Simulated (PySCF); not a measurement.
Excitation energy of Ga+ by level of theory

Ga+ [Ar] 3d10 4s2 (1S) → Ga+ [Ar] 3d10 4s1 4p1 (3P), as a difference of total energies. All numbers are calculated (PySCF 2.14, a scalar-relativistic core potential, in aug-cc-pVDZ-PP with ECP10MDF). Correlated levels: valence: 3s2 3p6 3d10 frozen. The calculations carry no spin-orbit coupling.

Q: Order these methods by the excitation energy they give, lowest first.
A. r2SCAN
B. MP2 (valence)
C. SCS-MP2 (valence)
D. wB97X-V

A: B (42188 cm⁻¹), C (43487 cm⁻¹), A (47518 cm⁻¹), D (49059 cm⁻¹).

Errors of the correlated levels include the incompleteness of this basis and the frozen core.

For comparison: 48284 cm⁻¹ (measured; NIST levels, between the centres of gravity of the two terms).
